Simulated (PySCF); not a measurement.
2-ethoxy-2-oxo-1,3,2-dioxaphospholane, C4H9O4P.
Z-matrix (Å and degrees, PBE0-D3(BJ)/def2-SVP geometry), rows numbered from 1:
```
C 
C   1  1.5100
O   2  1.4315  1  111.46
P   3  1.6005  2  120.72  1    82.04
O   4  1.4703  3  114.87  2    16.76
O   4  1.6271  3  103.80  2  -113.79
C   6  1.4179  4  111.67  3  -112.46
C   7  1.5288  6  105.43  4    24.25
O   8  1.4183  7  105.21  6   -33.62
H   1  1.1001  2  110.81  3    54.00
H   1  1.1007  2  110.71  3   -66.58
H   1  1.1006  2  110.24  3   174.04
H   2  1.0996  1  111.46  3  -117.22
H   2  1.1012  1  111.01  3   121.67
H   7  1.1033  6  109.44  4   -95.63
H   7  1.0991  6  109.11  4   145.28
H   8  1.0985  7  112.78  6  -152.11
H   8  1.1036  7  111.38  6    84.86
```

Level: CAM-B3LYP/def2-SVPD in PySCF, non-relativistic, on one gas-phase PBE0-D3(BJ)/def2-SVP geometry that isn't relaxed in the solvent. The solvent is an IEF-PCM continuum (van der Waals radii × 1.2), and excitations are vertical TDDFT with non-equilibrium linear response and a frozen core. The model holds no explicit solvent molecules, cavitation or dispersion.

Gas-phase singlets (H = HOMO, L = LUMO):

```
state  E (eV)  λ (nm)      f  leading configuration
   S1   7.780     159  0.005                H→L 50%
   S2   8.086     153  0.041              H-1→L 40%
   S3   8.241     150  0.005              H→L+1 48%
   S4   8.682     143  0.027              H-2→L 34%
   S5   8.729     142  0.008              H→L+2 43%
```

Task: How does the list change in chloroform (ε = 4.711)?

Result: 
```csv
state,E (eV),λ (nm),f,leading configuration,change by rank (eV)
S1,7.759,160,0.004,H→L 81%,-0.021
S2,8.200,151,0.050,H-1→L 77%,+0.114
S3,8.490,146,0.008,H→L+1 75%,+0.249
S4,8.740,142,0.033,H-2→L 57%,+0.058
S5,8.788,141,0.008,H-3→L 36%,+0.059
```

Task: What are the lowest 5 singlets in dichloromethane (ε = 8.93)?

Result: 
```tsv
state	E (eV)	λ (nm)	f	leading configuration	change by rank (eV)
S1	7.746	160	0.004	H→L 82%	-0.034
S2	8.216	151	0.048	H-1→L 79%	+0.130
S3	8.534	145	0.008	H→L+1 74%	+0.293
S4	8.742	142	0.032	H-2→L 57%	+0.060
S5	8.801	141	0.008	H-3→L 36%	+0.072
```

Task: How do the frontier levels move from gas to dichloromethane?

Result: 
```
orbital  gas (eV)  solvent (eV)  change (eV)                  Löwdin shares, gas                Löwdin shares, solvent
 LUMO+2      1.82          1.97        +0.15  O6 11 %, H13 10 %, O3 9 %, H15 8 %   C1 18 %, H12 10 %, O9 10 %, H10 9 %
 LUMO+1      1.30          1.69        +0.39  H17 10 %, H16 10 %, C7 9 %, C8 8 %  C7 15 %, C8 15 %, H16 12 %, H17 11 %
   LUMO      1.06          1.06         0.00   C7 14 %, C8 14 %, O6 7 %, H16 7 %     P4 14 %, O5 14 %, O9 11 %, O6 9 %
   HOMO     -9.79         -9.82        -0.03  O6 22 %, O5 22 %, O3 20 %, O9 11 %    O6 23 %, O3 19 %, O9 15 %, O5 10 %
 HOMO-1    -10.12        -10.46        -0.34    O5 62 %, O3 12 %, O9 9 %, P4 7 %     O5 53 %, O3 12 %, O9 11 %, O6 8 %
 HOMO-2    -10.71        -10.82        -0.11    O5 36 %, O3 13 %, P4 9 %, O9 9 %    O3 18 %, C2 17 %, O5 14 %, C1 11 %
 HOMO-3    -11.03        -10.98        +0.05   O5 23 %, O6 15 %, O3 11 %, C2 9 %    O3 25 %, C2 13 %, C1 12 %, O9 10 %
```

The HOMO–LUMO gap goes from 10.86 to 10.88 eV. Rows go by rank; for HOMO-3, HOMO-2, LUMO, LUMO+1 and LUMO+2 the atom shares or the degeneracy differ between the runs, so the row needn't follow one orbital.
